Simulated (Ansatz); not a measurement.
Harmonic frequencies (cm⁻¹) at PBE0-D4/def2-TZVP from Ansatz: 109, 160, 472, 577, 604, 765, 1066, 1120, 1402, 2160, 3132, 3214.

**Question.** Which molecule is it?
A. `[TeH]CI`
B. `[BH2][GeH2][Br]`
C. `BOBF`
D. `N#CCCl`

**Answer.** A.
